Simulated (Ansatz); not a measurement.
GeNH7 (SMILES N.[GeH4]), singlet: a relaxation.

Input (in.yaml):

```yaml
crystal:
  periodic: [false, false, false]
  atoms:
    - {symbol: N, position_ang: [-0.264798, 0.216256, -1.556019]}
    - {symbol: H, position_ang: [0.422343, 0.834887, -2.008531]}
    - {symbol: H, position_ang: [-0.232028, -0.665150, -2.086936]}
    - {symbol: H, position_ang: [-1.184791, 0.628203, -1.765218]}
    - {symbol: Ge, position_ang: [0.245476, -0.197445, 1.445735]}
    - {symbol: H, position_ang: [1.619282, 0.042304, 0.777873]}
    - {symbol: H, position_ang: [-0.678578, 1.034635, 1.308409]}
    - {symbol: H, position_ang: [0.505201, -0.412659, 2.972130]}
    - {symbol: H, position_ang: [-0.432107, -1.480932, 0.912456]}
basis:
  gaussian: {orbitals: def2-TZVP}
hamiltonian: {xc: pbe0, dispersion: d4}
relax: {f_tol: 0.005, max_steps: 200}
```

Launched with

```bash
ansatz run in.yaml --threads 4 --pin off --events-out ev --progress --plain --max-ram 9574MiB
```

The run's output (Ansatz 0.2.0):

```
Functional definition: PBE0
  name "PBE0"
  cite "Adamo & Barone, J. Chem. Phys. 110, 6158 (1999) doi:10.1063/1.478522"
  cite "Perdew, Burke & Ernzerhof, Phys. Rev. Lett. 77, 3865 (1996) doi:10.1103/PhysRevLett.77.3865"
  parent pbe
  parameter a = 0.25
  parameter kappa = 0.804
  parameter beta = 0.06672455060314922
  exchange = (1 - a)*pbe_x(kappa = kappa, mu = beta*pi^2/3) + a*exact_x
  correlation = pbe_c(beta = beta)
864 factors; their error is unknown
mean field evaluation 1: about -58108.0673 eV, gradient 5.4e1 eV
mean field evaluation 2: about -58103.1059 eV, gradient 7.0e1 eV
mean field evaluation 4: about -58113.2608 eV, gradient 1.5e0 eV
mean field evaluation 8: about -58113.2631 eV, gradient 8.1e-2 eV
mean field evaluation 16: about -58113.5324 eV, gradient 3.0e-5 eV
mean field -58113.53239036 eV, -2135.6329245788 hartree, gradient 3.0e-5 eV, S^2 0.000000; 0 other end points of the search recorded, 0 dependent functions left out
the calculation of the forces begins
reference -58113.53242041 eV, -2135.6329256831 hartree; 23, 23 occupied and 98, 98 virtual orbitals, 864 factors
relax step   1: F+E_penalty+E_count = -58113.61678449 eV  Δ(F+E_penalty+E_count) = +0.000e0 eV  max|allowed force component| = 9.121e-1 eV/Å  Δτ_max = 0.0000 Å  (24 SCF iters, accepted)
these checks for a lower state are left out or cut short: starts, cluster_reference, orbital_swaps, neighbouring_geometries, increment
864 factors; their error is unknown
mean field -58113.56331649 eV, -2135.6340610928 hartree, gradient 8.0e-6 eV, S^2 0.000000; 0 other end points of the search recorded, 0 dependent functions left out
the calculation of the forces begins
reference -58113.56334729 eV, -2135.6340622251 hartree; 23, 23 occupied and 98, 98 virtual orbitals, 864 factors
relax step   2: F+E_penalty+E_count = -58113.64277847 eV  Δ(F+E_penalty+E_count) = -2.599e-2 eV  max|allowed force component| = 3.425e-1 eV/Å  Δτ_max = 0.1391 Å  (28 SCF iters, accepted)
these checks for a lower state are left out or cut short: starts, cluster_reference, orbital_swaps, neighbouring_geometries, increment
864 factors; their error is unknown
mean field -58113.56569407 eV, -2135.6341484675 hartree, gradient 8.0e-6 eV, S^2 0.000000; 0 other end points of the search recorded, 0 dependent functions left out
the calculation of the forces begins
reference -58113.56572463 eV, -2135.6341495905 hartree; 23, 23 occupied and 98, 98 virtual orbitals, 864 factors
relax step   3: F+E_penalty+E_count = -58113.64684304 eV  Δ(F+E_penalty+E_count) = -4.065e-3 eV  max|allowed force component| = 1.173e-1 eV/Å  Δτ_max = 0.0514 Å  (28 SCF iters, accepted)
these checks for a lower state are left out or cut short: starts, cluster_reference, orbital_swaps, neighbouring_geometries, increment
864 factors; their error is unknown
mean field evaluation 32: about -58113.2973 eV, gradient 3.9e-4 eV
mean field -58113.56629682 eV, -2135.6341706181 hartree, gradient 8.1e-6 eV, S^2 0.000000; 0 other end points of the search recorded, 0 dependent functions left out
the calculation of the forces begins
reference -58113.56632735 eV, -2135.6341717400 hartree; 23, 23 occupied and 98, 98 virtual orbitals, 864 factors
relax step   4: F+E_penalty+E_count = -58113.64768158 eV  Δ(F+E_penalty+E_count) = -8.385e-4 eV  max|allowed force component| = 6.985e-2 eV/Å  Δτ_max = 0.0109 Å  (29 SCF iters, accepted)
these checks for a lower state are left out or cut short: starts, cluster_reference, orbital_swaps, neighbouring_geometries, increment
864 factors; their error is unknown
mean field -58113.56665445 eV, -2135.6341837608 hartree, gradient 8.2e-6 eV, S^2 0.000000; 0 other end points of the search recorded, 0 dependent functions left out
the calculation of the forces begins
reference -58113.56668498 eV, -2135.6341848829 hartree; 23, 23 occupied and 98, 98 virtual orbitals, 864 factors
relax step   5: F+E_penalty+E_count = -58113.64806162 eV  Δ(F+E_penalty+E_count) = -3.800e-4 eV  max|allowed force component| = 3.364e-3 eV/Å  Δτ_max = 0.0068 Å  (28 SCF iters, accepted)
864 factors; their error is unknown
mean field -58113.56665445 eV, -2135.6341837608 hartree, gradient 3.0e-5 eV, S^2 0.000000; 1 other end points of the search recorded, 0 dependent functions left out
the calculation of the forces begins
reference -58113.56668498 eV, -2135.6341848829 hartree; 23, 23 occupied and 98, 98 virtual orbitals, 864 factors
Total energy: -58113.64809215 eV, -2135.6371765411 hartree
Atom 0 at    -0.280720     0.227263    -1.653933 Å, force     0.000656    -0.000657     0.003364 eV/Å
Atom 1 at     0.401768     0.849422    -2.069323 Å, force     0.000226     0.001286    -0.000787 eV/Å
Atom 2 at    -0.234979    -0.648300    -2.160623 Å, force     0.000508    -0.000508    -0.001197 eV/Å
Atom 3 at    -1.194850     0.626500    -1.828273 Å, force    -0.001330     0.000070    -0.000765 eV/Å
Atom 4 at     0.257770    -0.207688     1.518875 Å, force     0.000162    -0.000026     0.001322 eV/Å
Atom 5 at     1.609519     0.025027     0.835371 Å, force     0.000422    -0.000593     0.000206 eV/Å
Atom 6 at    -0.652880     1.014267     1.357250 Å, force     0.000188     0.000273     0.000101 eV/Å
Atom 7 at     0.514204    -0.417230     3.027670 Å, force    -0.000483     0.000564    -0.002835 eV/Å
Atom 8 at    -0.419832    -1.469161     0.972885 Å, force    -0.000348    -0.000409     0.000592 eV/Å
Dipole moment:    -0.083914     0.066807    -0.494753 e Å
```

The lines “mean field evaluation” count trial sets of orbitals through the whole run, from several starts and some on an approximate energy, so they need not fall steadily or lie above the final value.

The run took about 6 s on 4 CPU threads of an Arm Neoverse V2 (shared host).
